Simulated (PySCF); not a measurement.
Mayer bond orders and bond lengths

C7H10O.
Numbering: `[O:1]=[C:2]1[C@H:3]2[CH2:4][CH2:5][C@@H:6]1[CH2:7][CH2:8]2` (hydrogens: H9 on C3; H10, H11 on C4; H12, H13 on C5; H14 on C6; H15, H16 on C7; H17, H18 on C8)

Cartesian coordinates in Å at the PBE0-D3(BJ)/def2-SVP level; atoms count from 1:
```xyz
18
C7H10O angstrom
O      0.718    0.010   -2.432
C      0.500    0.010   -1.254
C      0.339    1.161   -0.261
C     -1.043    0.815    0.313
C     -1.073   -0.745    0.309
C      0.295   -1.140   -0.269
C      1.378   -0.794    0.763
C      1.408    0.766    0.769
H      0.439    2.166   -0.688
H     -1.175    1.238    1.321
H     -1.843    1.228   -0.320
H     -1.220   -1.167    1.314
H     -1.889   -1.123   -0.325
H      0.355   -2.145   -0.703
H      2.352   -1.207    0.461
H      1.139   -1.215    1.752
H      2.397    1.144    0.471
H      1.184    1.189    1.760
```

Bond orders from the PBE0/pcSseg-1 density (PySCF). Geometry: PBE0-D3(BJ)/def2-SVP; no solvent, vibrations or thermal averaging.

Where do the orders between heavy atoms depart from those drawn in the SMILES?

The largest departure is 0.102, at C2–C3 (drawn single, 0.898) and C6–C2 (drawn single, 0.898).

Set the Mayer orders of the bonds between heavy atoms beside their lengths.

```json
{"bond": "O1–C2", "drawn as": "double", "length (Å)": "1.198", "Mayer order": "2.076"}
{"bond": "C2–C3", "drawn as": "single", "length (Å)": "1.528", "Mayer order": "0.898"}
{"bond": "C3–C4", "drawn as": "single", "length (Å)": "1.536", "Mayer order": "0.996"}
{"bond": "C4–C5", "drawn as": "single", "length (Å)": "1.561", "Mayer order": "0.998"}
{"bond": "C5–C6", "drawn as": "single", "length (Å)": "1.536", "Mayer order": "0.996"}
{"bond": "C6–C7", "drawn as": "single", "length (Å)": "1.536", "Mayer order": "0.996"}
{"bond": "C7–C8", "drawn as": "single", "length (Å)": "1.561", "Mayer order": "0.998"}
{"bond": "C6–C2", "drawn as": "single", "length (Å)": "1.529", "Mayer order": "0.898"}
{"bond": "C8–C3", "drawn as": "single", "length (Å)": "1.536", "Mayer order": "0.996"}
```

By pair of heavy elements: C–C: lowest C2–C3 and C6–C2 (0.898, 1.528 Å), highest C4–C5, C7–C8, C3–C4 and 3 more (0.998, 1.561 Å); in 12 of the 28 pairs the longer bond (by over 0.003 Å) has the higher order (by 0.02 or more). Bonds named together lie within 0.004.

And the bonds to hydrogen?

C–H: 0.95 to 0.96 (10 bonds).

Sum the orders of all bonds at each heavy atom with more than one neighbour and set the sums beside the valence in the SMILES.

C2 3.872 (drawn 4), C3 3.854 (drawn 4), C4 3.894 (drawn 4), C5 3.894 (drawn 4), C6 3.854 (drawn 4), C7 3.894 (drawn 4), C8 3.894 (drawn 4). Orders between atoms that aren't bonded are not in these sums.

Mayer orders depend on the basis set.

The run behind these numbers computed NMR shieldings as well. Hardware: one thread, Arm Neoverse V1, on a shared host. Cost: 25 s.
